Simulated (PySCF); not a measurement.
**Field gradients at the hydrogen positions**

C₃H₁₂AsGa.
Numbering: `[CH3:1][CH2:2][CH2:3][GaH2-:4][AsH3+:5]` (hydrogens: H6, H7, H8 on C1; H9, H10 on C2; H11, H12 on C3; H13, H14 on Ga4; H15, H16, H17 on As5)

Cartesian coordinates in Å at the PBE0-D3(BJ)/def2-SVP level; atoms count from 1:
```xyz
17
C3H12AsGa angstrom
C     -1.4982   -0.8911    0.5523
C     -1.7327    0.5944    0.3244
C     -0.6434    1.2765   -0.4988
Ga     1.2003    1.2872    0.2606
As     2.0983   -1.1248   -0.4439
H     -2.3405   -1.3632    1.0815
H     -1.3688   -1.4277   -0.4037
H     -0.5949   -1.0632    1.1609
H     -1.8229    1.0933    1.3051
H     -2.7146    0.7277   -0.1661
H     -0.6043    0.8479   -1.5169
H     -0.8959    2.3416   -0.6501
H      1.4187    1.0728    1.8148
H      2.3370    2.0351   -0.5503
H      1.9549   -1.5927   -1.8760
H      3.5804   -1.4007   -0.3154
H      1.6199   -2.4024    0.2097
```

Level: PBE0/pcSseg-1 (PySCF, non-relativistic); Q(2H) = 0.00286 b; rigid geometry, the same for H and D, with no vibrational averaging.

Question: Rank these positions by the coupling χzz of a deuteron there, largest first.
A. H9 (methylene hydrogen)
B. H13 (hydrogen on gallium)
C. H6 (methyl hydrogen)
D. H17 (hydrogen on arsenic)

Answer: C (197 kHz), A (191 kHz), D (104 kHz), B (72 kHz).

What are Vzz, η and χzz (234.96 MHz × Q × Vzz) at all hydrogens?

| atom | bonded to | bond length (Å) | Vzz (au) | η | χzz (kHz) |
| --- | --- | --- | --- | --- | --- |
| H6 | C1 | 1.101 | 0.2933 | 0.02 | 197 |
| H7 | C1 | 1.104 | 0.2890 | 0.01 | 194 |
| H8 | C1 | 1.103 | 0.2893 | 0.01 | 194 |
| H9 | C2 | 1.104 | 0.2837 | 0.02 | 191 |
| H10 | C2 | 1.106 | 0.2823 | 0.02 | 190 |
| H11 | C3 | 1.105 | 0.2925 | 0.05 | 197 |
| H12 | C3 | 1.105 | 0.2923 | 0.04 | 196 |
| H13 | Ga4 | 1.584 | 0.1065 | 0.07 | 72 |
| H14 | Ga4 | 1.584 | 0.1059 | 0.07 | 71 |
| H15 | As5 | 1.513 | 0.1550 | 0.05 | 104 |
| H16 | As5 | 1.513 | 0.1553 | 0.05 | 104 |
| H17 | As5 | 1.513 | 0.1550 | 0.05 | 104 |

Average by the element that carries the hydrogen.

on C: 194 kHz over 7 positions, mean bond length 1.104 Å; on Ga: 71 kHz over 2 positions, mean bond length 1.584 Å; on As: 104 kHz over 3 positions, mean bond length 1.513 Å.

Geometry: PBE0-D3(BJ)/def2-SVP, one conformer, isolated molecule. The calculation is non-relativistic, for gallium and arsenic too. The basis is small and wasn't made for field gradients, so the couplings can be 20 % off.

These values come from a run that also computed NMR shieldings. Hardware: one thread of an Arm Neoverse V1 (shared host). Cost: 32 s wall.
